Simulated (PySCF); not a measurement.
# Relaxation of singlet TeBr₃⁺

These are results of PySCF, PBE0, basis Te def2-TZVP with ECP28, Br def2-TZVP (scalar-relativistic core potentials, no spin–orbit coupling, density fitting), not measurements. A (50,194) grid was used.

A hand-made trigonal planar start, of D3h symmetry, held to at least that symmetry:

Coordinates in bohr (charge 1 multiplicity 1):
```
Te    0.0000    0.0000    0.0000
Br    4.6299    0.0000    0.0000
Br   -2.3149    4.0096    0.0000
Br   -2.3150   -4.0096    0.0000
```

(1) What does it relax to?

(2) How much energy is released, and in how many steps?

Results:

(1) It ends at D3h with Te–Br 2.512 Å (×3); Br–Te–Br 120.0° (×3). A frequency run shows 3 imaginary modes, down to 223i cm⁻¹, so it is a higher-order saddle point. Other isomers or separated fragments may lie lower.

(2) 8.3 kJ/mol in 3 steps.

The relaxation took roughly 4 core-minutes on a shared host.
